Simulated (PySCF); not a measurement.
C₄H₆F₂, SMILES F[C@H]1C[C@@H](F)C1.

Coordinates come from a PBE0-D3(BJ)/def2-SVP optimisation. The structure was generated by enumeration; whether it is a known compound was not checked.

Vertical ionisation energy (IE) and electron affinity (EA) in eV. Rows of orbital energies are one-electron estimates. Where ΔSCF, EOM or ADC give a negative EA the extra electron is unbound and the value depends on the basis.

```tsv
level	IE	EA
−ε(HOMO), −ε(LUMO), PBE0/def2-TZVP (PySCF)	8.98	-1.04
−ε(HOMO), −ε(LUMO), PBE/def2-TZVP (PySCF)	…	…
```

**Question.** Fill in the missing entries. (Estimate from the structure and the level; the computed values follow.)

**Answer.** 
- −ε(HOMO), −ε(LUMO), PBE/def2-TZVP (PySCF), IE: 7.34
- −ε(HOMO), −ε(LUMO), PBE/def2-TZVP (PySCF), EA: -0.18
